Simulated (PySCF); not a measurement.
Gas-phase equilibrium of 1 mol SnCl4, 4.3 mol H2O at 2000 K and 0.133 bar, among 27 species (ClO, SnCl4, O2, HCl, O, SnH2, HO2, SnO, SnHCl3, SnCl3, H2O, H, HOCl, H2O2, O3, H2, SnH4, SnCl2, SnH2Cl2, Cl, Cl2, SnO2, SnH3Cl, Sn2O2, SnHCl, Sn(OH)2, OH). Only gases are allowed; each row takes one source of thermochemistry for all species, and Cantera finds the minimum.

Computed with PySCF and rigid-rotor harmonic-oscillator thermochemistry at 1 bar. † marks an energy on the PBE0/def2-TZVP geometry and frequencies; other levels use their own. Open shells (unrestricted) among the columns below: O2 (multiplicity 3), Cl (multiplicity 2, electronic degeneracy 6), OH (multiplicity 2, electronic degeneracy 4); the rest are closed-shell singlets. Spin-orbit splitting is ignored; it lowers the true energy and changes the entropy of Cl, OH. B3LYP is the form with VWN-RPA correlation. Sn: scalar-relativistic def2 core potential, no spin-orbit coupling. The harmonic model lacks anharmonicity and excited electronic states, which grow with temperature; levels with a mode under 35 cm⁻¹ are left out. Soft modes under 120 cm⁻¹ make the harmonic entropy rough for SnCl2.

Molecules larger than those listed are left out. Also missing: (SnO)n, which can matter at low temperature or high pressure.

Mole fractions:

| thermochemistry | x H2O | x HCl | x SnCl2 | x O2 | x SnO | x Cl | x H2 | x OH |
|---|---|---|---|---|---|---|---|---|
| B3LYP/def2-TZVP† | 0.41 | 0.35 | 0.086 | 0.063 | 0.050 | 0.030 | 0.0080 | 0.0082 |
| PBE/def2-SVP | 0.38 | 0.36 | 0.091 | 0.081 | 0.046 | 0.0067 | 0.028 | 0.0016 |
| PBE0/def2-SVP† | 0.45 | 0.30 | 0.13 | 0.073 | 0.012 | 0.012 | 0.011 | 0.0058 |
| LDA/def2-TZVP† | 0.44 | 0.34 | 0.11 | 0.071 | 0.026 | 0.0021 | 0.0015 | 0.00022 |
| ωB97X-V/def2-TZVP† | 0.43 | 0.33 | 0.11 | 0.069 | 0.027 | 0.016 | 0.0071 | 0.0061 |
The most sensitive of these is OH: it spans a factor of 10^1.6 over these rows; at this temperature one factor of ten is RT ln 10 = 38 kJ/mol.
